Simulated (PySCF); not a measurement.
Vertical excitations of a molecule C₂H₆Cl₂OSn from PySCF with TDDFT-PBE/def2-SVPD, as energy in eV (oscillator strength): 3.77 (0.005), 4.65 (0.066), 4.89 (0.024), 4.95 (0.003), 5.07 (0.045), 5.24 (0.000), 5.97 (0.005), 6.13 (0.047), 6.28 (0.000), 6.51 (0.001). Lowest triplet (TDA): 3.54 eV. The structure is a stationary point at B3LYP-D3(BJ)/def2-SVP. The def2 effective core potentials stand for the cores of Sn; spin–orbit coupling is left out. Other conformers were not sampled.

Problem. Pick the molecule that these values belong to.
(A) C[CH2][Sn]([OH])([Cl])[Cl]
(B) CC[O][SnH]([Cl])[Cl]
(C) C[O][Sn]([CH3])([Cl])[Cl]

Solution. C, C[O][Sn]([CH3])([Cl])[Cl]
